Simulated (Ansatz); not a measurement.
`F[Si](F)(O[SiH3])O[SiH3]` and `O[Si](F)(O[SiH3])O[SiH3]` differ in one atom or group.

Ansatz, PBE0-D4/def2-TZVP geometries, multiplicity 1. Each molecule was computed in one conformer, which needn't be the lowest.

| property | `F[Si](F)(O[SiH3])O[SiH3]` |
| --- | --- |
| HOMO energy (PBE0/def2-TZVPP) / eV | -9.28 |
| HOMO energy (ωB97M-V/def2-TZVPP) / eV | -11.58 |
| HOMO–LUMO gap (PBE/def2-TZVPP) / eV | 6.51 |
| HOMO–LUMO gap (PBE0/def2-TZVPP) / eV | 8.85 |
| size of the dipole moment (PBE/def2-TZVPP) / D | 2.12 |
| LUMO energy (PBE0/def2-TZVPP) / eV | -0.43 |

(1) What does the change do to each property? (Best estimate.)

Results:

(1) The calculation gave: 
```
                                      property  `O[Si](F)(O[SiH3])O[SiH3]`  shift
            HOMO energy (PBE0/def2-TZVPP) / eV                       -9.08   0.20
         HOMO energy (ωB97M-V/def2-TZVPP) / eV                      -11.39   0.19
           HOMO–LUMO gap (PBE/def2-TZVPP) / eV                        6.50  -0.01
          HOMO–LUMO gap (PBE0/def2-TZVPP) / eV                        8.86   0.01
size of the dipole moment (PBE/def2-TZVPP) / D                        1.16  -0.96
            LUMO energy (PBE0/def2-TZVPP) / eV                       -0.23   0.20
```

Dipoles are sizes alone; their direction can turn.
